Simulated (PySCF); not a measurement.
# Correlation energy of F⁺ (fluorine, charge +1)

[He] 2s1 2p4 3s1, high-spin 5P determinant (an excited configuration). Calculation: PySCF 2.14, in aug-cc-pVTZ with one added diffuse shell each of s, p, d, f type (6s5p4d3f, 62 functions); no relativity, point nucleus. Frozen: 1s2; 6 electrons correlated.

MP2 pair energies summed by pair of shells (mhartree):

| pair | energy | share (%) |
| --- | --- | --- |
| 2p-2p | -84.07 | 76.1 |
| 2s-2p | -13.39 | 12.1 |
| 2p-3s | -12.60 | 11.4 |
| 2s-3s | -0.35 | 0.3 |

Total MP2 correlation energy: -110.42 mhartree.

Same-spin part -34.11 and opposite-spin part -76.31 mhartree; SCS-MP2 scales them by 1/3 and 6/5 to -102.94 mhartree.
